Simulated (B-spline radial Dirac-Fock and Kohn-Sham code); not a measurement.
## Core-level shifts of indium with charge state

Method: ΔSCF Dirac-Fock with Breit, self-energy and vacuum polarisation, finite nucleus, configuration average. Computed with a radial B-spline solver. Each ion is free and in its tabulated ground configuration. Electron correlation is not included.

Reference: In, [Kr] 4d10 5s2 5p1, with K 27947.2 eV, L1 4252.6 eV, L2 3947.2 eV, N1 138.8 eV, N3 90.23 eV, Kα1 (K-L3) 24208.0 eV, Kβ1 (K-M3) 27271.9 eV, Lℓ (L3-M1) 2902.0 eV. Shifts from it, in eV (a dash: the subshell is empty, belongs to an open shell averaged over j, or its hole state is left out as unreliable):

| ion | configuration | K | L1 | L2 | N1 | N3 | Kα1 | Kβ1 | Lℓ |
| --- | --- | --- | --- | --- | --- | --- | --- | --- | --- |
| In⁺ | [Kr] 4d10 5s2 | +8.5 | +8.5 | +8.5 | +8.4 | +8.4 | +0.08 | +0.12 | +0.03 |
| In²⁺ | [Kr] 4d10 5s1 | +19.8 | +19.5 | +19.6 | – | +19.4 | +0.15 | +0.25 | +0.19 |
| In³⁺ | [Kr] 4d10 | +32.1 | +31.7 | +31.8 | +31.1 | +31.3 | +0.35 | +0.52 | +0.29 |
| In⁴⁺ | [Kr] 4d9 | ? | ? | ? | ? | ? | ? | ? | ? |
| In⁵⁺ | [Kr] 4d8 | +75.7 | +75.7 | +75.8 | +70.1 | +68.9 | -0.07 | +1.05 | +1.20 |

**Question.** Give the missing shifts for In⁴⁺.

**Answer.** K +53.1, L1 +52.9, L2 +53.0, N1 +50.0, N3 +49.6, Kα1 +0.14, Kβ1 +0.71, Lℓ +0.67 (eV).

Over this range K (1s) moves by +75.7 eV and Kα1 by -0.1 eV: a line is a difference of two levels that shift in the same direction.
